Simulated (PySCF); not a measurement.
Harmonic spectrum computed at PBE0 in the def2-TZVP basis family (core potentials from Rb on, PySCF, no spin–orbit coupling):

```
ω (cm⁻¹)  IR (km/mol)
     169         18.0
     279          0.0
     368          251
     519          122
     545         89.8
     608          111
     732          4.6
    3879          9.5
    3879         59.7
```

Problem. Which molecule gave it? In each, all ligands are bound to the one heavy central atom.
A. Sn(OH)₂ (singlet)
B. In(OH)₂ (doublet)
C. Te(OH)₂ (singlet)
D. Pb(OH)₂ (singlet)

Solution. D. It has C2v symmetry with O–H 0.961 Å (×2), Pb–O 2.088 Å (×2).
